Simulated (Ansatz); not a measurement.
`BN1B[SiH2]1` + `[CH3][Zn][F]` → `[BH2][Zn][F]` + `CN1B[SiH2]1`  (redistribution)

Isolated molecules relaxed with PBE0-D4/def2-TZVP in Ansatz; ΔE leaves out vibrations. CBS: MP2 limit from def2 TZ/QZ plus the TZ coupled-cluster correction, frozen cores. Functionals use def2-TZVPP. For Zn outer-core shells are correlated without core-valence functions, which leaves a few kJ/mol of doubt a bond. Scalar relativity is left out up to krypton.

**Question.** Is it downhill or uphill in electronic energy at CCSD(T)/CBS, and by how much? (Best estimate.)

**Answer.** The calculation gave: Uphill: ΔE = +36.7 kcal/mol.

**Question.** What do these levels give: r2SCANh-D4, r2SCAN0-D4, CAM-B3LYP, MP2/def2-TZVPP, HF/def2-QZVPP, MP2/CBS(def2)? (Estimate.)

**Answer.** Ansatz gave: r2SCANh-D4 36.4, r2SCAN0-D4 36.8, CAM-B3LYP 36.5, MP2/def2-TZVPP 38.7, HF/def2-QZVPP 37.7, MP2/CBS(def2) 38.9 kcal/mol.

Largest T1 diagnostic among the species: 0.016.

From BLYP to BHLYP (50 % exact exchange), in def2-TZVPP and without D4, ΔE moves by +2.0 kcal/mol. At CCSD(T), def2-SVP lies −2.7 kcal/mol from the extrapolated value and def2-TZVPP −0.2 kcal/mol. Leaving LDA and LC-ωPBE aside and taking each functional with its dispersion term where it has one, the values, not all of them listed here, spread over 3.8 kcal/mol, from revPBE-D4 to BHLYP-D4. LDA lies +0.9 kcal/mol from PBE without D4.
